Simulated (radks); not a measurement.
Q: Spherical quantum dot in the effective-mass picture: electrons in a hard-walled sphere of radius 4.27, with a point charge +1 (a donor) at the centre, all in effective atomic units (hartree* = m*/eps^2 hartree, bohr* = eps/m* bohr), one dielectric constant everywhere. Method: non-relativistic Kohn-Sham, r2SCAN, spin-polarised, spherical densities, generalised Kohn-Sham scheme; computed with a radial shooting solver with Libxc functionals. Levels are named by radial order and angular momentum (1s, 1p, 1d, 2s, ...), and open shells are averaged over m. At N = 15 the configuration is 1s2 1p6 1d(up 5, down 2). Does electron 16 go into 1d down or 2s up or 2s down?

A: Into 1d down. The total energies of the other choices lie higher by 0.0796 hartree* (2s up), 0.0904 hartree* (2s down).
